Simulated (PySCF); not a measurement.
HN2, neutral, multiplicity 2. Atoms are numbered in the order given.

```xyz
3

N     -0.1549    -0.4942     0.0000
N      0.0570     0.6610     0.0000
H      0.6848    -1.1675     0.0000
```
Charge 0, spin multiplicity 2.

The structure is a stationary point at PBE-D3(BJ)/def2-TZVPD.

These are TDA-LC-ωPBE/def2-TZVPD (PySCF) values and carry that method's errors.

Vertical excitations. The molecule is in vacuum.

**Question.** Estimate the UV-visible absorptions. (An estimate is asked for; the answer gives what the named calculation found.)

**Answer.** 
```json
[
 {"state": "root 1", "energy (eV)": "2.00", "λ (nm)": "619", "f": "0.000", "main pairs": "α HOMO→LUMO 98 %"},
 {"state": "root 2", "energy (eV)": "5.59", "λ (nm)": "222", "f": "0.038", "main pairs": "α HOMO→LUMO+1 92 %"},
 {"state": "root 3", "energy (eV)": "6.22", "λ (nm)": "199", "f": "0.004", "main pairs": "α HOMO−2→LUMO 52 %, β HOMO−1→LUMO+1 28 %, β HOMO→LUMO 15 %"},
 {"state": "root 4", "energy (eV)": "6.54", "λ (nm)": "190", "f": "0.000", "main pairs": "α HOMO−1→LUMO 27 %, β HOMO→LUMO+1 61 %"},
 {"state": "root 5", "energy (eV)": "6.68", "λ (nm)": "186", "f": "0.012", "main pairs": "β HOMO→LUMO 68 %, β HOMO−1→LUMO+1 21 %"},
 {"state": "root 6", "energy (eV)": "7.18", "λ (nm)": "173", "f": "0.001", "main pairs": "β HOMO−1→LUMO 81 %"},
 {"state": "root 7", "energy (eV)": "7.49", "λ (nm)": "165", "f": "0.028", "main pairs": "α HOMO→LUMO+2 79 %, β HOMO−2→LUMO 10 %"},
 {"state": "root 8", "energy (eV)": "7.85", "λ (nm)": "158", "f": "0.000", "main pairs": "α HOMO−1→LUMO 35 %, β HOMO−2→LUMO+1 38 %, β HOMO→LUMO+1 19 %"},
 {"state": "root 9", "energy (eV)": "8.06", "λ (nm)": "154", "f": "0.024", "main pairs": "α HOMO→LUMO+3 16 %, α HOMO→LUMO+2 6 %, β HOMO−2→LUMO 64 %"},
 {"state": "root 10", "energy (eV)": "8.14", "λ (nm)": "152", "f": "0.024", "main pairs": "α HOMO→LUMO+3 73 %, β HOMO−2→LUMO 9 %"}
]
```
Unrestricted roots are not spin-pure.
